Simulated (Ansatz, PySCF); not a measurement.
C₄H₂ClF, SMILES C#C/C(Cl)=C\F. Atoms are numbered in the order given.

```xyz
8

C      2.3411     0.8776    -0.0004
C      1.2156     0.4352     0.0005
C     -0.1127    -0.0979     0.0015
Cl    -0.2837    -1.8262     0.0067
C     -1.2177     0.6585    -0.0013
F     -1.1501     1.9826    -0.0052
H      3.3416     1.2744    -0.0012
H     -2.2337     0.2542    -0.0005
```

The structure is a stationary point at ωB97X-D3(BJ)/def2-SVP. The structure was generated by enumeration; whether it is a known compound was not checked.

Two levels are set side by side: PBE-D3(BJ)/def2-SVP (Ansatz, a first-principles code) and ωB97X-D3(BJ)/def2-SVP (PySCF). Each level has its own optimised geometry; the coordinates shown are those of the second. Frequencies come from the Hessian of PySCF at each geometry. Differences are taken from unrounded values.

```
quantity                            ωB97X-D3(BJ)  PBE-D3(BJ)  PBE-D3(BJ) minus ωB97X-D3(BJ)
----------------------------------  ------------  ----------  -----------------------------
mean bond length (Å)                       1.316       1.324                          0.008
bond C1–C2 (Å)                             1.209       1.226                          0.017
bond C2–C3 (Å)                             1.431       1.415                         -0.016
bond C3–Cl4 (Å)                            1.737       1.755                          0.018
bond C3–C5 (Å)                             1.339       1.358                          0.019
bond C5–F6 (Å)                             1.326       1.333                          0.007
bond C1–H7 (Å)                             1.076       1.081                          0.005
bond C5–H8 (Å)                             1.093       1.101                          0.008
highest harmonic wavenumber (cm⁻¹)          3484        3406                            -78
mean harmonic wavenumber (cm⁻¹)             1117        1059                            -58
zero-point energy (kcal/mol)               28.75       27.25                          -1.50
```

GGA bonds tend to be longer and softer than those of functionals with exact exchange. Differences between two approximate levels are no errors against the true value.
